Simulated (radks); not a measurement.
These are the eigenvalues of the occupied orbitals of an atom or ion with whole-number occupations (hartree). All-electron calculation, scalar-relativistic Kohn-Sham, PBE, spin-polarised, spherical densities, finite nucleus; Fermi nuclear charge, rms radius of each element as measured or else 0.836 A^(1/3) + 0.57 fm. Program: a radial shooting solver on a logarithmic mesh with Libxc functionals.

orbital  eigenvalue
1s up     -693.6907
1s down   -693.6846
2s up     -99.18417
2s down   -99.17470
2p up     -88.83383
2p down   -88.82355
3s up     -18.59848
3s down   -18.58835
3p up     -15.21412
3p down   -15.20267
3d up      -9.68464
3d down    -9.67055
4s up      -4.48091
4s down    -4.39827
4p up      -3.55254
4p down    -3.46787
4d up      -2.18909

Which element is it, and in what charge state? The configuration may be excited. Open shells, if any, are filled with parallel spins first.

Answer. Z = 41, niobium, charge +5: Nb5+ in [Ar] 3d10 4s2 4p5 4d1. The list shows which subshells hold electrons but not how many an open one holds; the 1s level, -693.69 hartree, gives Z - s = 37.2 by -(Z - s)^2/2, which with screening and relativity narrows Z to a few neighbours, and the depths of the outer levels then fix element, charge and occupations together.
